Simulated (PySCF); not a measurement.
How methods differ on the excitation energy of Cl(2+)

Cl(2+) [Ne] 3s2 3p3 (4S) → Cl(2+) [Ne] 3s2 3p2 3d1 (high-spin determinant), as a difference of total energies. All numbers are calculated (PySCF 2.14, no relativity, point nucleus, in aug-cc-pV(T+d)Z with one added diffuse shell each of s, p, d, f type (7s6p5d3f, 71 functions)). Correlated levels: valence: [Ne] frozen. The calculations carry no spin-orbit coupling.

```tsv
method	excitation energy (eV)
UHF	19.531
LDA	18.070
PBE	17.987
PBE0	18.441
r2SCAN	18.672
TPSS	18.152
MN15	18.550
r2SCAN0	18.893
wB97X-V	18.512
MP2 (valence)	18.993
SCS-MP2 (valence)	18.942
```

Task: How much does correlation contribute at MP2 (valence)?

Result: 18.993 − (19.531) = -0.538 eV, measured against UHF.

A first-order spin-orbit estimate (lowest level to lowest level, LS coupling) adds -0.064 eV.

The promoted electron is Rydberg-like, and one or two diffuse shells describe it only roughly, which tends to raise the upper state.

The determinant of the upper state mixes LS terms, which raises its energy above the lowest term, most at the Hartree-Fock and MP2 levels.
